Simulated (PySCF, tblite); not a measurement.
Isomers of C6H11NOSi. All values are computed: GFN2-xTB (tblite) harmonic vibrations without scaling, gas phase. This tight-binding method is rough: wavenumbers can miss measured ones by several per cent, in bad cases by 10 to 20. Modes of hydrogen on silicon can be 10 to 20 % off. One conformer each.

Electronic energies: PBE0/pcSseg-1 single points on the GFN2-xTB geometries (PySCF, gas phase).

| SMILES | electronic energy, lowest = 0 (kcal/mol) |
| --- | --- |
| C#CC[C@H](C)NC(=O)[SiH3] | 36.3 |
| C/C=C(\C#N)O[SiH2]CC | 0.0 |
| C=CCC(=O)C(=C)[SiH2]N | 13.5 |
| [H]/N=C/[C@](C=C)(C=O)C[SiH3] | 40.6 |
| C#CCN(C)[Si@@H](O)C=C | 24.2 |
| N#CC[C@@H]1C[SiH2]CCO1 | 5.0 |

Q: How do GFN2-xTB zero-point energies change the relative energies?

A: 
```tsv
SMILES	ZPE (kcal/mol)	of it from modes above 1550 cm⁻¹	electronic (kcal/mol)	with ZPE, lowest = 0 (kcal/mol)	lowest mode (cm⁻¹)	rings
C/C=C(\C#N)O[SiH2]CC	96.5	51.0	0.0	0.0	40	0
N#CC[C@@H]1C[SiH2]CCO1	98.3	47.8	5.0	6.8	51	1
C=CCC(=O)C(=C)[SiH2]N	95.5	54.3	13.5	12.5	20i	0
C#CCN(C)[Si@@H](O)C=C	96.2	53.2	24.2	23.9	9i	0
C#CC[C@H](C)NC(=O)[SiH3]	94.4	51.0	36.3	34.1	10	0
[H]/N=C/[C@](C=C)(C=O)C[SiH3]	94.4	51.8	40.6	38.4	49	0
```

The zero-point energies span 3.9 kcal/mol, from `C#CC[C@H](C)NC(=O)[SiH3]` to `N#CC[C@@H]1C[SiH2]CCO1`. Slightly imaginary modes are left out of the zero-point energy: `C=CCC(=O)C(=C)[SiH2]N` 19.6i cm⁻¹ and `C#CCN(C)[Si@@H](O)C=C` 8.8i cm⁻¹. The order is unchanged.

Q: And how do the electronic energies of GFN2-xTB itself compare?

A: `C/C=C(\C#N)O[SiH2]CC` 0.0; `N#CC[C@@H]1C[SiH2]CCO1` 18.9; `C=CCC(=O)C(=C)[SiH2]N` 33.3; `C#CCN(C)[Si@@H](O)C=C` 23.8; `C#CC[C@H](C)NC(=O)[SiH3]` 34.7; `[H]/N=C/[C@](C=C)(C=O)C[SiH3]` 50.0 kcal/mol, lowest = 0. Against the energies above, taken from the same isomer `C/C=C(\C#N)O[SiH2]CC`, the largest difference is 19.8 kcal/mol.
